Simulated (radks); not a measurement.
Question: Radial electron density D(r) = 4 pi r^2 rho(r) of an atom or ion with 51 electrons. Method: non-relativistic Kohn-Sham, PBE, spin-polarised, spherical densities, point nucleus; computed with a radial shooting solver on a logarithmic mesh with Libxc functionals.

r (bohr)  D(r) (e/bohr)   spin D(r)
0.001322          1.794  -0.0000182
0.001764          3.051  -0.0000306
0.002371          5.184  -0.0000507
0.003188          8.622  -0.0000803
0.004252          13.76   -0.000116
0.005717          21.43   -0.000144
0.007686          31.73  -0.0000998
0.01025           43.56    0.000177
0.01378           55.34     0.00112
0.01853           62.95     0.00363
0.02471           63.36     0.00901
0.03323           58.32      0.0191
0.04467           56.61      0.0330
0.05958           66.26      0.0425
0.08011           80.83      0.0332
0.1077            80.03     0.00270
0.1436            64.38    -0.00609
0.1931            60.99      0.0481
0.2597            69.27      0.0827
0.3463            53.61      0.0153
0.4656            26.10      0.0408
0.626             22.74       0.196
0.8349            24.45      0.0882
1.123             14.49     -0.0144
1.509             5.879       0.496
2.013             3.198        1.17
2.706             2.033        1.22
3.639            0.8838       0.658
4.853            0.2304       0.196
6.525           0.03216      0.0301
8.772          0.002025     0.00198

What is the nuclear charge?

Answer: Z = 51. The innermost maximum, from 1s, lies near 1/Z = 0.0196 bohr (found: 0.0217), and its height grows with Z. The density is that of neutral antimony in [Kr] 4d10 5s2 5p3; the configuration itself is not fixed sharply by these data, and Z only to a few units. D(r) has 4 maxima, at r = 0.0217, 0.0918, 0.260, 0.765 bohr, and minima at 0.0409, 0.174, 0.555 bohr, inside which lie 2.01, 11.37, 28.99 electrons.
